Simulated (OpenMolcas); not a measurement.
P⁺: Slater's ratio, the spin-orbit constant, thermal populations, worked from levels

```json
{
  "Program": "OpenMolcas 26.06",
  "Basis": "ANO-R3 [6s5p4d2f1g]",
  "Scalar Hamiltonian": "X2C, finite nucleus",
  "Active space": "2 electrons in 9 orbitals (RAS2 3p; RAS3 3d 4s, at most 1 electron)",
  "State averaging": "2S+1 = 3 even, 3 roots; 2S+1 = 1 even, 6 roots; 2S+1 = 3 odd, 18 roots; 2S+1 = 1 odd, 18 roots",
  "Spin-orbit coupling": "state interaction with AMFI integrals over the reference wave functions, term energies averaged over their components"
}
```

Methods: RASSCF; MS-RASPT2, IPEA 0.25 Eh, imaginary shift 0.1 Eh (closed shells correlated: 2s 2p 3s). Measured levels: NIST Handbook of Basic Atomic Spectroscopic Data.

**Slater's ratio.** With one set of orbitals, p2 has 1D - 3P = 6 F2 and 1S - 1D = 9 F2 (F2 = F²/25), a ratio of 3/2. Term energies are centres of gravity, weighted by 2J + 1.

| Source | 1D - 3P | 1S - 3P | F2 from the first | Ratio |
| --- | --- | --- | --- | --- |
| RASSCF | 11334 | 28055 | 1889 | 1.475 |
| MS-RASPT2 | 8518 | 26136 | 1420 | 2.068 |
| measured | 8567 | 21260 | 1428 | 1.482 |

Energies in cm-1. A ratio away from 3/2 shows effects beyond one configuration with one set of orbitals, and in heavier atoms second-order spin-orbit shifts.

**The spin-orbit constant.** For the Hund term 3P of p2, E(J) = (A/2) J(J+1) + constant and ζ = 2S·A = 2A. From J = 0 to J = 2 the energy changes by 3 A.

```tsv
Source	E(2) - E(0)	A	ζ
RASSCF	424.3	141.4	283
MS-RASPT2	423.5	141.2	282
measured	469.1	156.4	313
```

All in cm-1. MS-RASPT2 is off by -9.7 % and RASSCF by -9.6 %. Both methods take the spin-orbit matrix elements from the reference wave functions, so the second can move ζ only through the term energies and any multistate remixing. Second-order mixing with other terms is absorbed into this ζ.

**Thermal populations.** Z = Σ (2J + 1) exp(-E/kT) with k = 0.695035 cm-1/K, over the levels below. No other level of either list lies under 45600 cm-1, which is above 7 kT at each temperature.

```tsv
Level	2J + 1	MS-RASPT2	measured
3s2 3p2 3P0	1	0.0	0.0
3s2 3p2 3P1	3	147	165
3s2 3p2 3P2	5	424	469
3s2 3p2 1D2	5	8800	8882
3s2 3p2 1S0	1	26420	21576
```

```csv
T (K),"Z, MS-RASPT2","Z, measured levels","Ground level (%), MS-RASPT2","Ground level (%), measured levels"
3000,7.949,7.835,12.6,12.8
5000,8.699,8.620,11.5,11.6
8000,9.590,9.541,10.4,10.5
```

At 8000 K, kT = 5560 cm-1, and the computed levels give Z = 1.000 + 2.922 + 4.633 + 1.027 + 0.009 = 9.590.

CASPT2 breaks the degeneracy within a term, and the mean is taken; among the terms shown or strongly mixed into the levels shown the widest spread is 140 cm-1 (3s2 3p2 1D, MS-RASPT2). Over all roots computed the reference weight is 0.88 to 0.96 in MS-RASPT2; the roots of lowest weight are the least certain, and an intruder state may touch them. With the s shell closed, the reference lacks s² → p² mixing. Without dynamic correlation excited terms often stand tens of per cent too high (terms of higher spin than the ground term too low), and those without a measured partner can miss by more than the paired ones (holds for RASSCF). Some terms miss by over 15 % even with CASPT2, which points to a basis or an active space too small for the shells correlated (holds for MS-RASPT2). Computed and measured levels are paired by configuration, term and J; levels that our copy of the source lacks, or whose pairing is in doubt (as where it misses far off the trend of its configuration), stay unpaired and out of the deviations. Only configurations of the active space appear.
